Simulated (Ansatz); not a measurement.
C3H9NOZn, singlet, geometry from GFN2-xTB (such geometries of metal compounds can be far from the true shape); CASSCF(2,3)/STO-3G in Ansatz (a program for electronic structure).

Ansatz was given this input:
Ansatz 0.2 input:
```yaml
crystal:
  periodic: [false, false, false]
  atoms:
    - {symbol: Zn, position_ang: [0.08124069, 0.37879222, -0.40150631]}
    - {symbol: O, position_ang: [0.76674414, -0.98713610, -1.29982692]}
    - {symbol: C, position_ang: [1.42622446, -1.24870835, -2.49655461]}
    - {symbol: H, position_ang: [0.82734064, -0.97049023, -3.37157275]}
    - {symbol: H, position_ang: [2.39507058, -0.73843828, -2.55681535]}
    - {symbol: H, position_ang: [1.60574991, -2.32993963, -2.53450365]}
    - {symbol: N, position_ang: [-0.91086657, 0.20579313, 1.20229828]}
    - {symbol: C, position_ang: [-1.55641775, 1.31539757, 1.86547771]}
    - {symbol: C, position_ang: [-0.17078820, -0.59828916, 2.15174715]}
    - {symbol: H, position_ang: [-2.26660104, 0.90977511, 2.59429464]}
    - {symbol: H, position_ang: [-0.85660839, 1.96708570, 2.40757768]}
    - {symbol: H, position_ang: [-2.10891308, 1.91096261, 1.14296084]}
    - {symbol: H, position_ang: [0.54763597, -0.01533226, 2.74738413]}
    - {symbol: H, position_ang: [-0.88672051, -1.05346055, 2.84458546]}
    - {symbol: H, position_ang: [0.35382676, -1.39779281, 1.62978411]}
basis:
  gaussian:
    orbitals: STO-3G
hamiltonian:
  xc: hf
magnetization: {spin_polarized: false}
correlation: {active_space: {window: {electrons: 2, orbitals: 3}}}
```

Problem. What does Ansatz print? Leave out banner, timings and long lists.

Solution. 
```
Functional definition: HF
650 factors; integrals over basis functions are off by at most 4.4e-4 eV
mean field evaluation 1: about -53867.8983 eV, gradient 4.5e2 eV
mean field evaluation 2: about -53868.7273 eV, gradient 4.5e2 eV
mean field evaluation 4: about -52636.7870 eV, gradient 3.5e2 eV
mean field evaluation 8: about -54486.3407 eV, gradient 1.5e1 eV
mean field evaluation 16: about -54486.8451 eV, gradient 2.8e-1 eV
mean field evaluation 32: about -54486.8405 eV, gradient 1.4e0 eV
mean field evaluation 64: about -54459.2247 eV, gradient 7.6e1 eV
mean field evaluation 96: about -54485.6521 eV, gradient 1.5e1 eV
mean field -54486.85169868 eV, -2002.3548674118 hartree, gradient 2.8e-6 eV, S^2 0.000000; 6 other end points of the search recorded, 0 dependent functions left out
reference -54486.85169868 eV, -2002.3548674118 hartree; 36, 36 occupied and 16, 16 virtual orbitals, 650 factors
state -54488.48116036 eV, -2002.4147490243 hartree
Total energy: -54488.48116036 eV, -2002.4147490243 hartree
```
